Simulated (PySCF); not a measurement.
C₃H₈BNO, SMILES [C@H]1(C)COB1N.

Geometry optimised at TPSSh-D3(BJ)/def2-SVP. The structure was generated by enumeration; whether it is a known compound was not checked. One conformer was computed; it need not be the lowest.

Two levels are set side by side: PBE/def2-TZVP (PySCF) and PBE0/def2-TZVP (PySCF). Same geometry, gas phase. Differences are taken from unrounded values.

```
quantity                      PBE0    PBE  PBE minus PBE0
---------------------------  -----  -----  --------------
orbital gap (eV)              8.37   6.12           -2.25
highest occupied level (eV)  -7.51  -6.05            1.45
lowest empty level (eV)       0.86   0.07           -0.79
dipole moment (D)             1.74   1.69           -0.05
mean polarisability (bohr³)   58.9   61.4             2.5
```

PBE's occupied levels lie high since its potential decays too fast outside the molecule; exact exchange lowers them and widens the gap. PBE's more diffuse valence density responds more strongly to a field. Differences between two approximate levels are no errors against the true value.

Rough cost on one machine, each run with all the roots and properties that it gave: PBE0 against PBE within a factor of 2.
